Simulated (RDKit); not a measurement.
Job for RDKit: MMFF94 on C3H10Si (SMILES CC[SiH2]C), a point of a torsion scan.

```python
from rdkit import Chem
from rdkit.Chem import AllChem, rdDetermineBonds

blocks = [
'''14

C     1.93046215    0.28165666   -0.79056793
C     0.92503585    0.44566109    0.34550933
Si   -0.60983761   -0.67891045    0.16688688
C    -0.41100568   -2.20491960    1.27997633
H     2.79161086    0.93278157   -0.64523989
H     1.47307794    0.53190729   -1.74501863
H     2.28819860   -0.74453413   -0.84537070
H     1.42830142    0.24561845    1.29328937
H     0.61207194    1.49049904    0.38046125
H    -1.81247837    0.06231082    0.57408848
H    -0.76216075   -1.09753067   -1.23286358
H     0.48572690   -2.76707784    1.03330395
H    -1.25742722   -2.87682584    1.17617322
H    -0.34328291   -1.92274352    2.32706077
''',
]
mol = None
for b in blocks:
    f = Chem.MolFromXYZBlock(b)
    rdDetermineBonds.DetermineBonds(f, charge=0)
    mol = f if mol is None else Chem.CombineMols(mol, f)
Chem.SanitizeMol(mol)
print(Chem.MolToSmiles(Chem.RemoveHs(mol)))
ff = AllChem.MMFFGetMoleculeForceField(mol, AllChem.MMFFGetMoleculeProperties(mol), nonBondedThresh=100.0, ignoreInterfragInteractions=False)
e = ff.CalcEnergy()
print(f'MMFF94 energy {e:.6f} kcal/mol')
```

The log:

```
CC[SiH2]C
MMFF94 energy 0.901020 kcal/mol
```

The run finished.

Cost: about 0.03 core-seconds (a rough figure).
